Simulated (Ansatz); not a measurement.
Gas-phase reaction in SMILES: CC(C)CO -> C[C](C)CO + H atom (the C-H bond at the site shown breaks; other sites are not compared here)
Each molecule is optimised on its own at B3LYP-D3(BJ)/def2-TZVP (Ansatz, a quantum-chemistry and plane-wave program), one conformer each, not searched for the lowest.

Quantity: bond dissociation energy (electronic energy difference), in kJ/mol. Correlated levels leave the core frozen unless marked. Open shells are spin-unrestricted. No spin-orbit coupling. No relativistic terms. CBS marks a two-point X^-3 extrapolation of the correlation energy; Hartree-Fock from the larger set.

```tsv
level	program	bond dissociation energy (kJ/mol)
HF/6-31G	Ansatz	330.8
HF/cc-pVTZ	Ansatz	335.2
PBE/def2-TZVPD	Ansatz	409.8
PBE-D3(BJ)/def2-TZVPD	Ansatz + dftd3	412.5
```

Q: Predict the CCSD(T)/CBS(cc-pVTZ,cc-pVQZ) result (Ansatz).

A: 442.4 kJ/mol
